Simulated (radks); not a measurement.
Results of a calculation; reference values are marked as such.
Neutral fluorine, 9 electrons, occupied as [He] 2s2 2p5. Code: a radial shooting solver on a logarithmic mesh with Libxc functionals. Model: non-relativistic Kohn-Sham, BLYP, spin-polarised, spherical densities, point nucleus; open shells are filled with parallel spins first.

Local quantities along the radius. ELF = 1/(1 + alpha^2) is the electron localisation function; alpha = (tau - tau_W)/tau_unif compares the Pauli kinetic energy density with that of the uniform gas (summed over spins).

```
   r/bohr * ELF (the largest magnitude, 1, reaches the edge; | marks zero)
 0.005578 |                                                      *
 0.006189 |                                                      *
 0.006923 |                                                      *
 0.007681 |                                                      *
 0.008523 |                                                      *
 0.009457 |                                                      *
  0.01058 |                                                      *
  0.01174 |                                                      *
  0.01302 |                                                      *
  0.01445 |                                                      *
  0.01616 |                                                      *
  0.01794 |                                                      *
   0.0199 |                                                      *
  0.02208 |                                                      *
   0.0247 |                                                      *
  0.02741 |                                                      *
  0.03041 |                                                      *
  0.03374 |                                                      *
  0.03774 |                                                      *
  0.04188 |                                                      *
  0.04647 |                                                      *
  0.05156 |                                                      *
  0.05767 |                                                      *
  0.06399 |                                                      *
  0.07101 |                                                      *
  0.07879 |                                                      *
  0.08813 |                                                      *
  0.09779 |                                                      *
   0.1085 |                                                      *
   0.1204 |                                                      *
   0.1347 |                                                     *
   0.1494 |                                                     *
   0.1658 |                                                   *
    0.184 |                                                *
   0.2058 |                                         *
   0.2283 |                              *
   0.2534 |                   *
   0.2811 |           *
   0.3144 |       *
   0.3489 |      *
   0.3871 |        *
   0.4296 |             *
   0.4805 |                     *
   0.5331 |                              *
   0.5916 |                                     *
   0.6564 |                                         *
   0.7342 |                                            *
   0.8147 |                                             *
    0.904 |                                              *
    1.003 |                                              *
    1.122 |                                             *
    1.245 |                                            *
    1.381 |                                          *
    1.533 |                                       *
    1.714 |                                  *
    1.902 |                             *
    2.111 |                      *
    2.342 |                *
     2.62 |         *
    2.907 |     *
    3.225 |  *
    3.579 | *
    4.003 |*
    4.442 *
```

On this mesh the ELF has minima near r = 0.35 bohr, which separate the shells, and maxima near 0.90 (0.85).
